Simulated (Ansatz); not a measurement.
Relaxation of AlH4NSSi (8 atoms, charge 0, multiplicity 1), to a largest force component of 0.02 eV/Å in at most 40 steps.

The calculation used RKS CAM-B3LYP/STO-3G in Ansatz.

```xyz
8
Properties=species:S:1:pos:R:3:forces:R:3
N -1.149 1.888 -0.230 1.12 -2.11 0.01
Al -0.317 0.321 -0.222 0.68 -2.11 -0.69
Si 1.150 -1.339 0.690 -1.90 0.19 -2.82
S -0.088 -1.508 -1.382 0.85 2.32 3.23
H -1.127 2.638 0.453 0.21 0.53 0.79
H -1.764 2.166 -0.991 -0.48 0.09 -0.69
H 2.541 -1.601 0.268 -0.61 0.34 0.32
H 0.755 -2.565 1.414 0.12 0.75 -0.15
```

Q: Where does it end, and by what steps?

A: The forces met the threshold. Limits of this set-up: minimal basis. After 5 steps the energy has fallen by 0.875 eV; Si3 moved furthest, 0.21 Å.

```tsv
step	energy less start (eV)	largest force component (eV/Å)	accepted
0	0.0000	3.233	yes
1	-0.8204	1.456	yes
2	-0.8663	0.281	yes
3	-0.8732	0.131	yes
4	-0.8747	0.058	yes
5	-0.8749	0.008	yes
```

```xyz
8
Properties=species:S:1:pos:R:3
N -1.084 1.771 -0.223
Al -0.280 0.250 -0.231
Si 1.036 -1.329 0.517
S -0.079 -1.477 -1.356
H -1.000 2.492 0.510
H -1.729 2.104 -0.958
H 2.460 -1.430 0.302
H 0.676 -2.379 1.439
```

Whether the end is a true minimum wasn't checked by a vibrational analysis.

The run took 10 s on 1 thread of Arm Neoverse V2 (shared host), peak memory 0.14 GiB.
